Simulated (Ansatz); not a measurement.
Two isomers of CH5ClN2Si: A = `N/C(Cl)=N/[SiH3]`, B = `N[Si]1(Cl)CN1`.

Calculated with Ansatz (gas phase, PBE0-D4/def2-TZVP geometries, no zero-point term in ΔE). CCSD(T)/CBS is the MP2 limit (def2-TZVPP, def2-QZVPP) plus CCSD(T) − MP2 in def2-TZVPP, frozen cores. Functionals use def2-TZVPP. B3LYP here is the variant with VWN-RPA as its local correlation; programs differ in this. One conformer a species, not always the lowest.

(1) Which is lower in electronic energy at CCSD(T)/CBS, and by how much? (Estimate.)

(2) Give E(B) − E(A) in kcal/mol with PBE0-D4, CCSD/def2-TZVPP, LDA (SPW92), B3LYP-D4, r2SCAN-D4, PBE-D4, MP2/def2-TZVPP. (An estimate is asked.)

(3) Does the order hold for the free energy at 298.15 K (harmonic terms from PBE0-D4)? (Estimate.)

Largest T1 diagnostic: 0.013.

Answers

(1) Ansatz gave: B, by 33.4 kcal/mol.

(2) Computed: PBE0-D4 -30.7, CCSD/def2-TZVPP -32.5, LDA (SPW92) -28.2, B3LYP-D4 -26.3, r2SCAN-D4 -28.9, PBE-D4 -26.5, MP2/def2-TZVPP -33.0. None reverses the order clearly.

(3) Computed: Yes: G(B) − G(A) = -27.2 kcal/mol, for one conformer each. Modes under 60 cm⁻¹, often nearly free rotors, make the harmonic entropy too high.

In def2-TZVPP, CCSD(T) changes the Hartree–Fock value by −3.0 kcal/mol (the triples alone add +1.4 kcal/mol) and MP2 by −4.8 kcal/mol. At CCSD(T), def2-SVP lies +14.8 kcal/mol from the extrapolated value and def2-TZVPP +2.3 kcal/mol.
